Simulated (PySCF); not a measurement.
Compound: C2H7FGe.
Bonds: F1–C2, C2–C3, C3–Ge4. Hydrogens: H5, H6 on C2; H7, H8 on C3; H9, H10, H11 on Ge4.

Computed by this run: PBE0-D3(BJ)/def2-SVP geometry optimisation, gas phase in PySCF; density fitting, grid level 1; the optimiser is geomeTRIC in internal coordinates, started from a GFN2-xTB structure with every atom displaced at random (about 0.01 Å).

Step 0: E = -61399.7737 eV
```
atom  x, y, z in Å  |  force x, y, z in eV/Å
F1     -0.9127    1.5498    0.2069   -0.150   0.828  -0.112
C2     -1.3614    0.2555    0.2548    0.484   0.044  -0.180
C3     -0.3487   -0.6081   -0.4500    0.904   0.698   0.837
Ge4     1.5089    0.0632    0.0284   -1.860  -0.576   0.349
H5     -2.3486    0.2209   -0.2192   -0.292  -0.056  -0.012
H6     -1.4371    0.0172    1.3174   -0.206  -0.407   0.308
H7     -0.4521   -0.5505   -1.5219   -0.089   0.053  -0.795
H8     -0.4530   -1.6399   -0.1537   -0.018  -0.785   0.175
H9      1.5774    0.2481    1.5296    0.018   0.028   0.487
H10     2.5087   -0.9363   -0.3802    0.928  -0.930  -0.412
H11     1.7568    1.3543   -0.6277    0.281   1.104  -0.645
```

Question: Estimate the geometry and energy of step 1. (The exact step hangs on the optimiser's Hessian estimate; all steps are aligned on step 0, rigid shifts and turns removed.)

Answer: E = -61399.9511 eV, largest force 0.373 eV/Å
```
atom  x, y, z in Å  |  force x, y, z in eV/Å
F1     -1.0387    1.6153    0.1835   -0.011  -0.036   0.002
C2     -1.3719    0.2774    0.2554   -0.175   0.023   0.048
C3     -0.3212   -0.5647   -0.4259    0.134  -0.065  -0.124
Ge4     1.5003    0.0425    0.0412    0.185  -0.020  -0.169
H5     -2.3683    0.1609   -0.2108    0.070  -0.032   0.024
H6     -1.4634    0.0051    1.3227    0.030   0.033  -0.035
H7     -0.4222   -0.5136   -1.5266    0.035  -0.001   0.158
H8     -0.4306   -1.6253   -0.1374   -0.018   0.114  -0.021
H9      1.6119    0.2231    1.5746   -0.007  -0.016  -0.128
H10     2.5377   -1.0336   -0.4202   -0.252   0.254   0.106
H11     1.8045    1.3870   -0.6722    0.009  -0.254   0.138
```

The energy changes by -0.1775 eV. The first-order estimate −F·Δx gives -0.4282 eV and the mean of the old and new forces, exact on a quadratic surface, -0.1844 eV. The step makes an angle of 59° with the force vector and moves no atom by more than 0.144 Å.

The cost below is that of the whole optimisation. Hardware: an Arm Neoverse V1 with one thread, no GPU, on a shared host. Cost: 37 s, 0.46 GiB resident at most.
